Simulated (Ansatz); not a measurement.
Consider the ligand exchange at the Si–N bond: `C[SiH2]N(C)[SiH3]` + CH₃OH → `CO[SiH2]C` + `CN[SiH3]`.

Calculated with Ansatz (gas phase, PBE0-D4/def2-TZVP geometries, no zero-point term in ΔE). CBS: MP2 limit from def2 TZ/QZ plus the TZ coupled-cluster correction, frozen cores. This one scheme is used for every species. DFT in def2-TZVPP. One conformer a species, not always the lowest.

| species | LDA (SPW92) energy (Eh) |
| --- | --- |
| `C[SiH2]N(C)[SiH3]` | -713.09701 |
| CH₃OH | -114.83507 |
| `CO[SiH2]C` | -443.36316 |
| `CN[SiH3]` | -384.58162 |

Task: Work out ΔE.

Result: ΔE = (-443.36316) + (-384.58162) − (-713.09701) − (-114.83507) = -0.01270 Eh = -8.0 kcal/mol. CCSD(T)/CBS gives -7.9 kcal/mol.

Largest T1 diagnostic among the species: 0.010.

The D4 term adds +2.2 kcal/mol with B3LYP and +1.3 kcal/mol with PBE0; it sums over pairs of atoms, weighted by their polarisabilities, and B3LYP, whose exchange is more repulsive, gets the larger term. In def2-TZVPP, CCSD(T) changes the Hartree–Fock value by +4.3 kcal/mol (the triples alone add +0.6 kcal/mol) and MP2 by +4.5 kcal/mol.

B3LYP here is the variant with VWN-RPA as its local correlation; programs differ in this.
